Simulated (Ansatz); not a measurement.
C₂H₆AlO₂ (`C[O][Al][O]C`) radical. Charge 0, multiplicity 2.

```json
{"atom": "C1", "x (Å)": "1.541", "y (Å)": "-1.224", "z (Å)": "0.592"}
{"atom": "O2", "x (Å)": "1.159", "y (Å)": "-0.153", "z (Å)": "1.403"}
{"atom": "Al3", "x (Å)": "0.048", "y (Å)": "1.112", "z (Å)": "1.464"}
{"atom": "O4", "x (Å)": "-1.105", "y (Å)": "1.430", "z (Å)": "0.279"}
{"atom": "C5", "x (Å)": "-1.553", "y (Å)": "0.949", "z (Å)": "-0.953"}
{"atom": "H6", "x (Å)": "1.464", "y (Å)": "-2.164", "z (Å)": "1.148"}
{"atom": "H7", "x (Å)": "0.922", "y (Å)": "-1.312", "z (Å)": "-0.309"}
{"atom": "H8", "x (Å)": "2.583", "y (Å)": "-1.105", "z (Å)": "0.276"}
{"atom": "H9", "x (Å)": "-2.607", "y (Å)": "0.662", "z (Å)": "-0.886"}
{"atom": "H10", "x (Å)": "-1.465", "y (Å)": "1.729", "z (Å)": "-1.717"}
{"atom": "H11", "x (Å)": "-0.986", "y (Å)": "0.076", "z (Å)": "-1.297"}
```

(1) List the harmonic frequencies (cm⁻¹, unscaled) at PBE0-D4/def2-TZVP in Ansatz. (Estimate.)

Results:

(1) The calculation gave: 24i, 51, 71, 78, 84, 159, 306, 625, 757, 1174, 1177, 1183, 1183, 1221, 1226, 1480, 1485, 1489, 1494, 1496, 1503, 3004, 3008, 3067, 3070, 3080, 3080.
